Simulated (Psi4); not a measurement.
Psi4 input (wB97X-D/6-311+G**):

```
memory 1500 MB

molecule {
-1 2
B     0.95831000   -0.14168400    0.02118900
O     1.42895700   -0.36712100   -1.10614500
Cl   -0.95430600    0.21443500    0.51430700
symmetry c1
no_reorient
no_com
}

set {
  basis 6-311+G**
  reference uks
  scf_type pk
  dft_radial_points 99
  dft_spherical_points 590
  e_convergence 1e-8
  d_convergence 1e-7
  maxiter 150
}

e = energy('wb97x-d')
print_out(f'\nFINAL {e:.10f} DIPOLE {variable("CURRENT DIPOLE")[0]:.6f} {variable("CURRENT DIPOLE")[1]:.6f} {variable("CURRENT DIPOLE")[2]:.6f}\n')
```

Output:

```
   => Loading Basis Set <=

    Name: 6-311+G**
    Role: ORBITAL
    Keyword: BASIS
    atoms 1 entry B          line   108 file 6-311pgss.gbs
    atoms 2 entry O          line   171 file 6-311pgss.gbs
    atoms 3 entry CL         line   468 file 6-311pgss.gbs

   => WB97X-D: Empirical Dispersion <=

    Chai and Head-Gordon Dispersion Correction
    Chai, J.-D.; Head-Gordon, M. (2010), J. Chem. Phys., 132: 6615-6620

        s6 =       1.000000

         ---------------------------------------------------------
                                   SCF
               by Justin Turney, Rob Parrish, Andy Simmonett
                          and Daniel G. A. Smith
                              UKS Reference
         ---------------------------------------------------------

  ==> Geometry <==

    Molecular point group: c1
    Full point group: C1

    Geometry (in Angstrom), charge = -1, multiplicity = 2:

       Center              X                  Y                   Z               Mass
    ------------   -----------------  -----------------  -----------------  -----------------
         B            0.958310000000    -0.141684000000     0.021189000000    11.009305360000
         O            1.428957000000    -0.367121000000    -1.106145000000    15.994914619570
         CL          -0.954306000000     0.214435000000     0.514307000000    34.968852682000

  Running in c1 symmetry.

  Rotational constants: A =      4.55978  B =      0.16251  C =      0.15692 [cm^-1]
  Rotational constants: A = 136698.66202  B =   4872.06654  C =   4704.39747 [MHz]
  Nuclear repulsion =   63.929010156284875

  Charge       = -1
  Multiplicity = 2
  Electrons    = 31
  Nalpha       = 16
  Nbeta        = 15

  ==> Algorithm <==

  SCF Algorithm Type is PK.
  DIIS enabled.
  MOM disabled.
  Fractional occupation disabled.
  Guess Type is SAD.
  Energy threshold   = 1.00e-08
  Density threshold  = 1.00e-07
  Integral threshold = 1.00e-12

  ==> Primary Basis <==

  Basis Set: 6-311+G**
    Blend: 6-311+G**
    Number of shells: 34
    Number of basis functions: 74
    Number of Cartesian functions: 77
    Spherical Harmonics?: true
    Max angular momentum: 2

  ==> DFT Potential <==

   => LibXC <=

    Version 7.1.2
    S. Lehtola, C. Steigemann, M. J. T. Oliveira, and M. A. L. Marques,  SoftwareX 7, 1–5 (2018) (10.1016/j.softx.2017.11.002)

   => Composite Functional: WB97X-D <=

    wB97X-D Hyb-GGA Exchange-Correlation Functional

    J.-D. Chai and M. Head-Gordon,  Phys. Chem. Chem. Phys. 10, 6615–6620 (2008) (10.1039/B810189B)

    Deriv               =              1
    GGA                 =           TRUE
    Meta                =          FALSE

    Exchange Hybrid     =           TRUE
    MP2 Hybrid          =          FALSE

   => Exchange-Correlation Functionals <=

    1.0000   wB97X-D range-separated functional

   => Exact (HF) Exchange <=

    0.7780            HF,LR [omega = 0.2000]
    0.2220               HF

   => LibXC Density Thresholds  <==

    XC_HYB_GGA_XC_WB97X_D:  1.00E-14

   => Molecular Quadrature <=

    Radial Scheme          =       TREUTLER
    Pruning Scheme         =           NONE
    Nuclear Scheme         =       TREUTLER

    Blocking Scheme        =         OCTREE
    BS radius alpha        =              1
    Pruning alpha          =              1
    Radial Points          =             99
    Spherical Points       =            590
    Total Points           =         171857
    Total Blocks           =           1374
    Max Points             =            256
    Max Functions          =             71
    Weights Tolerance      =       1.00E-15

  ==> Integral Setup <==

  Using in-core PK algorithm.
   Calculation information:
      Number of atoms:                   3
      Number of AO shells:              34
      Number of primitives:             64
      Number of atomic orbitals:        77
      Number of basis functions:        74

      Integral cutoff                 1.00e-12
      Number of threads:                 1

  Performing in-core PK
  Using 11555100 doubles for integral storage.
  We computed 159674 shell quartets total.
  Whereas there are 177310 unique shell quartets.

  Computing range-separated integrals for PK
  We computed 159674 wK shell quartets total.
  Whereas there are 177310 wK unique shell quartets.

  ==> DiskJK: Disk-Based J/K Matrices <==

    J tasked:                  Yes
    K tasked:                  Yes
    wK tasked:                 Yes
    Omega:               2.000E-01
    Schwarz Cutoff:          1E-12


  Cached 100.0% of DFT collocation blocks in 0.284 [GiB].

  Minimum eigenvalue in the overlap matrix is 1.2564737521E-03.
  Reciprocal condition number of the overlap matrix is 2.2469905953E-04.
    Using symmetric orthogonalization.

  ==> Pre-Iterations <==

  SCF Guess: Superposition of Atomic Densities via on-the-fly atomic UHF (no occupation information).

   -------------------------
    Irrep   Nso     Nmo
   -------------------------
     A         74      74
   -------------------------
    Total      74      74
   -------------------------

  ==> Iterations <==

                        Total Energy        Delta E     RMS |[F,P]|

   @UKS iter SAD:  -559.42133023211852   -5.59421e+02   0.00000e+00
   @UKS iter   1:  -560.10346333113114   -6.82133e-01   1.10747e-02 ADIIS/DIIS
   @UKS iter   2:  -559.67182336681242    4.31640e-01   1.76975e-02 ADIIS/DIIS
   @UKS iter   3:  -560.35706981369412   -6.85246e-01   1.44277e-03 ADIIS/DIIS
   @UKS iter   4:  -560.36186517573378   -4.79536e-03   4.18838e-04 ADIIS/DIIS
   @UKS iter   5:  -560.36233541023410   -4.70235e-04   9.68246e-05 DIIS
   @UKS iter   6:  -560.36238261417236   -4.72039e-05   3.11401e-05 DIIS
   @UKS iter   7:  -560.36238993139830   -7.31723e-06   1.22660e-05 DIIS
   @UKS iter   8:  -560.36239181553651   -1.88414e-06   4.53035e-06 DIIS
   @UKS iter   9:  -560.36239216657646   -3.51040e-07   1.75585e-06 DIIS
   @UKS iter  10:  -560.36239222798895   -6.14125e-08   5.43827e-07 DIIS
   @UKS iter  11:  -560.36239223262896   -4.64001e-09   1.38346e-07 DIIS
   @UKS iter  12:  -560.36239223291409   -2.85127e-10   6.13094e-08 DIIS
  Energy and wave function converged.

  ==> Post-Iterations <==

   Electrons on quadrature grid:
      Nalpha   =   16.0000000235 ; deviation = 2.355e-08
      Nbeta    =   15.0000000239 ; deviation = 2.387e-08
      Ntotal   =   31.0000000474 ; deviation = 4.741e-08

   @Spin Contamination Metric:   5.149809763E-03
   @S^2 Expected:                7.500000000E-01
   @S^2 Observed:                7.551498098E-01
   @S   Expected:                5.000000000E-01
   @S   Observed:                5.000000000E-01

    Orbital Energies [Eh]
    ---------------------

    Alpha Occupied:

       1A   -101.503516     2A    -19.013925     3A     -9.371954
       4A     -7.119169     5A     -7.113017     6A     -7.112583
       7A     -6.688970     8A     -0.855180     9A     -0.702002
      10A     -0.329926    11A     -0.277159    12A     -0.239857
      13A     -0.236411    14A     -0.193678    15A     -0.188809
      16A     -0.060008

    Alpha Virtual:

      17A      0.198369    18A      0.207913    19A      0.211004
      20A      0.216414    21A      0.266508    22A      0.283780
      23A      0.286401    24A      0.298507    25A      0.369672
      26A      0.382098    27A      0.436939    28A      0.461117
      29A      0.476954    30A      0.481768    31A      0.553588
      32A      0.649794    33A      0.652620    34A      0.677373
      35A      0.725971    36A      0.729437    37A      0.743662
      38A      0.994053    39A      1.010901    40A      1.076895
      41A      1.129134    42A      1.147387    43A      1.172524
      44A      1.232662    45A      1.236022    46A      1.270326
      47A      1.333401    48A      1.356787    49A      1.393265
      50A      1.394764    51A      1.660160    52A      1.686034
      53A      1.854248    54A      2.123012    55A      2.179787
      56A      2.431188    57A      2.565778    58A      2.576167
      59A      2.807206    60A      3.170075    61A      3.196464
      62A      3.498823    63A      3.546084    64A      3.873052
      65A      5.308655    66A      5.332900    67A      5.685242
      68A      9.985420    69A     14.800919    70A     26.155988
      71A     26.177401    72A     26.542889    73A     50.193639
      74A    216.054367

    Beta Occupied:

       1A   -101.501870     2A    -19.011908     3A     -9.370096
       4A     -7.114812     5A     -7.111723     6A     -7.111027
       7A     -6.681423     8A     -0.848621     9A     -0.691733
      10A     -0.312983    11A     -0.262780    12A     -0.231401
      13A     -0.219959    14A     -0.191939    15A     -0.179121

    Beta Virtual:

      16A      0.170997    17A      0.216882    18A      0.228833
      19A      0.228977    20A      0.261813    21A      0.278537
      22A      0.293142    23A      0.297696    24A      0.320964
      25A      0.378487    26A      0.399646    27A      0.440474
      28A      0.464039    29A      0.479505    30A      0.490015
      31A      0.564048    32A      0.662728    33A      0.668484
      34A      0.688311    35A      0.731696    36A      0.736346
      37A      0.760391    38A      1.010158    39A      1.026091
      40A      1.098371    41A      1.144344    42A      1.155847
      43A      1.178493    44A      1.240763    45A      1.260201
      46A      1.283003    47A      1.348111    48A      1.359033
      49A      1.404651    50A      1.408304    51A      1.670451
      52A      1.696132    53A      1.877752    54A      2.137502
      55A      2.209612    56A      2.449002    57A      2.570118
      58A      2.582236    59A      2.816696    60A      3.174275
      61A      3.200446    62A      3.502865    63A      3.556455
      64A      3.877771    65A      5.307807    66A      5.341181
      67A      5.690365    68A      9.986968    69A     14.817250
      70A     26.156377    71A     26.177890    72A     26.544001
      73A     50.195475    74A    216.055885

    Final Occupation by Irrep:
              A
    DOCC [    15 ]
    SOCC [     1 ]
    NA   [    16 ]
    NB   [    15 ]

  @UKS Final Energy:  -560.36239223291409

   => Energetics <=

    Nuclear Repulsion Energy =             63.9290101562848747
    One-Electron Energy =                -906.4383525894012337
    Two-Electron Energy =                 311.7225226205007971
    DFT Exchange-Correlation Energy =     -29.5754145354824480
    Empirical Dispersion Energy =          -0.0001578848161031
    VV10 Nonlocal Energy =                  0.0000000000000000
    Total Energy =                       -560.3623922329139759

  UHF NO Occupations:
  HONO-2 :   14  A 1.9991231
  HONO-1 :   15  A 1.9985629
  HONO-0 :   16  A 1.0000000
  LUNO+0 :   17  A 0.0014371
  LUNO+1 :   18  A 0.0008769
  LUNO+2 :   19  A 0.0001911
  LUNO+3 :   20  A 0.0000229

Computation Completed

Properties will be evaluated at   0.000000,   0.000000,   0.000000 [a0]

Properties computed using the SCF density matrix

 Multipole Moments:

 ------------------------------------------------------------------------------------
     Multipole            Electronic (a.u.)      Nuclear  (a.u.)        Total (a.u.)
 ------------------------------------------------------------------------------------

 L = 1.  Multiply by 2.5417464519 to convert [e a0] to [Debye]
 Dipole X            :         -0.8676615            0.0000076           -0.8676540
 Dipole Y            :          0.1822999            0.0000132            0.1823131
 Dipole Z            :          0.3752515            0.0000076            0.3752591
 Magnitude           :                                                    0.9627465

 ------------------------------------------------------------------------------------

FINAL -560.3623922329 DIPOLE -0.867654 0.182313 0.375259

*** Psi4 exiting successfully. Buy a developer a beer!
```

The dipole moment of an ion depends on the origin.

The geometry given is a B3LYP-D3(BJ)/def2-TZVP minimum.
